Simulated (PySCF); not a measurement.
TaF4Br, SMILES [F][Ta]([F])([F])([F])[Br], multiplicity 1.

Geometry: PBE0-D3(BJ)/def2-SVP. The spin state was assumed, not searched. The structure was generated by enumeration; whether it is a known compound was not checked. The def2 effective core potentials stand for the cores of Ta; spin–orbit coupling is left out.

The numbers are results of CAM-B3LYP/def2-TZVP (PySCF), not measurements.

Isolated molecule, no solvent.

Computed frontier levels, gap, dipole moment and polarisability:
```yaml
highest_occupied_level: -11.44 eV
lowest_empty_level: -1.77 eV
orbital_gap: 9.67 eV
dipole_moment: 1.72 D
quadrupole, principal values (traceless, Buckingham form, about the centre of nuclear charge): -4.98, -2.47, 7.44 D·Å
mean_static_polarisability: 56.3 bohr³ (8.34 Å³)
polarisability_principal_values: 49.5, 50.6, 68.7 bohr³
```
